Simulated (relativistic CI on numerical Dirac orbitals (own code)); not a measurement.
Xe XXXV: sensitivity of the levels to the model

Base calculation: Dirac-Coulomb-Breit CI, KLI orbitals optimised for each configuration, model QED (radiative potential, 1s self-energy scaled to tabulated hydrogen-like ionisation energies), unscaled Slater integrals.

CI space (outside the closed core [Ne]): 3s2 3p6 3d2, 3s2 3p5 3d3, 3s 3p6 3d3, 3s2 3p6 3d 4s, 3s2 3p6 3d 4p, 3s2 3p6 3d 4d, 3s2 3p5 3d2 4s, 3s2 3p6 3d 4f, 3s2 3p5 3d2 4p, 3s2 3p5 3d2 4d, 3s 3p6 3d2 4s, 3p6 3d3 4p, 3s2 3p6 4s2, 3s 3p6 3d2 4p, 3s2 3p6 4s 4p, 3s2 3p6 3d 5s, 3s2 3p6 3d 5d, 3s2 3p6 3d 5g, 3p6 3d4, 3p5 3d5, 3p5 3d4 4s, 3p6 3d3 4s, 3p5 3d3 4s2, 3s2 3p6 4p2, 3s2 3p5 4s 4p2, 3s2 3p6 4s 4d, 3s2 3p5 4s2 4d, 3s 3p6 3d 4s2, 3s 3p6 4s2 4p, 3s 3p6 4s2 4d. Double excitations out of closed p, d and f shells are left out; levels of such configurations are missing from the list, as are those of other unlisted configurations, and high levels can miss mixing partners. These lack a partner that the ground configuration has and come out too high: 3s2 3p5 3d2 4p, 3s2 3p5 3d2 4d.

The lowest level and the first level of each name with at least 55 % of one term (blank where a level has no safe partner in the second run):

```csv
Level,Base (cm⁻¹),Shift (cm⁻¹)
3s2 3p6 3d2 3F_2,0,0
3s2 3p6 3d2 3P_0,112961,-1442
3s2 3p6 3d2 3F_3,115682,+4661
3s2 3p6 3d2 3F_4,178689,+7465
3s2 3p6 3d2 3P_1,195894,+2179
3s2 3p6 3d2 1G_4,288851,+9168
3s2 3p6 3d2 1S_0,467832,+4478
3s2 3p5 3d3 5D°_0,1443832,+3933
3s2 3p5 3d3 3P°_0,1603629,+5921
3s2 3p5 3d3 3P°_1,1726736,+11351
3s2 3p5 3d3 3I°_7,1730460,+20746
3s2 3p5 3d3 3F°_4,1749819,+14692
3s2 3p5 3d3 3D°_1,1791600,+12006
```

At this charge energies of transitions that change n are usually good to better than 1 %, and those within a shell (Δn = 0) to a few per cent. Terms inside the open d or f shell come out 10 to 20 % too wide with unscaled integrals.

(1) One thing was changed in a second run, which moved the levels as shown. Which?
A. configuration mixing switched off
B. QED terms removed
C. Breit term removed

Results:

(1) C. Breit term removed. The Breit term mainly narrows fine-structure intervals, so removing it widens them.

LS names give the leading component of a level, which can be under half, so a name can repeat, a term be missing and a line seem to break the LS rules.
